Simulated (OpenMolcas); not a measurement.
Nb3+ (d2) in a complex was computed by CASSCF with the d shell active (OpenMolcas, ANO-RCC-VDZP on the metal). Its lowest spin-free states, and all those of the highest spin:

```csv
2S+1,Degeneracy,E (cm-1)
3,1,0.0
1,2,10431
3,3,11886
3,3,17305
1,1,18335
1,3,21721
1,3,23366
3,3,26381
1,2,31290
1,3,35512
1,1,49172
```

Q: Is the site octahedral, tetrahedral or cube-like, axial, or of lower symmetry?

A: The states with 2S+1 = 3 have orbital degeneracies 1, 3, 3, 3. Threefold states need a cubic site. For d2 at this spin an octahedron puts the threefold T1 below the threefold T2 and a tetrahedron or cube puts the single A2 below the threefold T2, so the site is a tetrahedron or a cube, which this pattern cannot tell apart. The first gap at this spin, 11900 cm-1, is |10Dq| in ligand-field theory. The run had Nb3+ with 4 ligands (fluoride) in tetrahedral coordination (Td) at 1.9 Å. A charge of +0.25 e stands 2.4 Å behind each ligand. Ligand basis ANO-RCC-VDZP.

Without dynamic correlation the repulsion within the d shell is too large (B by tens of per cent), so at a given field states of lower spin stand too high. The least metal-like active orbital is 76 % on the metal (Löwdin) and no ligand orbital is active, so the numbers are rough. With metal d orbitals alone the field can be off either way by tens of per cent. Ligand-to-metal charge-transfer states are missing. With no ligand orbital active B as a rule stays too high, so bands that hang on it stand too high and its fall with covalency is understated. No measured value stands beside these numbers; the geometry is a model, was not optimised and need not be the one that this ion takes.
